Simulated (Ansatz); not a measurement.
Consider the ligand exchange at the Si–C bond: `CO/C=C/[SiH3]` + `[OH][Cd][F]` → `[F][Cd][O][SiH3]` + `C=COC`.

Computed with Ansatz on PBE0-D4/def2-TZVP structures; ΔE is electronic, products minus reactants. CCSD(T)/CBS adds triple-zeta CCSD(T) − MP2 to the extrapolated MP2 energy (def2 sets, frozen cores). DFT in def2-TZVPP. B3LYP here is the variant with VWN-RPA as its local correlation; programs differ in this. Elements past krypton have def2 core potentials. For Cd outer-core shells are correlated without core-valence functions, which leaves a few kJ/mol of doubt a bond. Each species was taken in one conformer, which may not be the lowest.

Is it downhill or uphill in electronic energy at CCSD(T)/CBS, and by how much? (Best estimate.)

The calculation gave: Downhill: ΔE = -22.2 kcal/mol.

What do these levels give: LDA (SPW92), B97M-V, CAM-B3LYP-D4, B2PLYP, PBE, PBE0, B3LYP, LC-ωPBE, CCSD/def2-SVP, MP2/def2-TZVPP, CCSD/def2-TZVPP, MP2/CBS(def2)? (Best estimate.)

Computed: LDA (SPW92) -17.9, B97M-V -22.3, CAM-B3LYP-D4 -23.6, B2PLYP -23.2, PBE -18.4, PBE0 -20.5, B3LYP -22.7, LC-ωPBE -22.2, CCSD/def2-SVP -24.5, MP2/def2-TZVPP -23.0, CCSD/def2-TZVPP -24.0, MP2/CBS(def2) -22.1 kcal/mol.

Largest T1 diagnostic among the species: 0.017.

In def2-TZVPP, CCSD(T) changes the Hartree–Fock value by +5.8 kcal/mol (the triples alone add +0.9 kcal/mol) and MP2 by +5.9 kcal/mol. Leaving LDA and LC-ωPBE aside and taking each functional with its dispersion term where it has one, the values, not all of them listed here, spread over 7.5 kcal/mol, from BHLYP-D4 to revPBE-D4. At CCSD(T), def2-SVP lies −1.5 kcal/mol from the extrapolated value and def2-TZVPP −0.9 kcal/mol.
